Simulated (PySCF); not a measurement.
**Caesium: a sound run and one with changed settings**

Sound run: Cs [Xe] 6s1, Cs⁺ [Xe]. Computed with PySCF 2.14 in def2-TZVP with the def2 core potential (46 electrons) (5s3p3d, 29 functions), with a scalar-relativistic core potential. The sound run starts from symmetry-adapted Hartree-Fock orbitals and uses a fine grid where one is needed.

Changed run: initial guess atom, at most 50 SCF cycles, level shift 2.0 hartree.

```json
{"species": "Cs", "method": "UHF", "sound run (hartree)": "-19.85520", "changed run (hartree)": "-19.85519", "converged": "no"}
{"species": "Cs", "method": "TPSS", "sound run (hartree)": "-20.14471", "changed run (hartree)": "-20.14465", "converged": "no"}
{"species": "Cs", "method": "PBE", "sound run (hartree)": "-20.14714", "changed run (hartree)": "-20.14706", "converged": "no"}
{"species": "Cs⁺", "method": "UHF", "sound run (hartree)": "-19.72686", "changed run (hartree)": "-19.72686", "converged": "yes"}
{"species": "Cs⁺", "method": "TPSS", "sound run (hartree)": "-20.00646", "changed run (hartree)": "-20.00646", "converged": "yes"}
{"species": "Cs⁺", "method": "PBE", "sound run (hartree)": "-20.00100", "changed run (hartree)": "-20.00100", "converged": "yes"}
```

A level shift slows the SCF but leaves a converged energy unchanged.
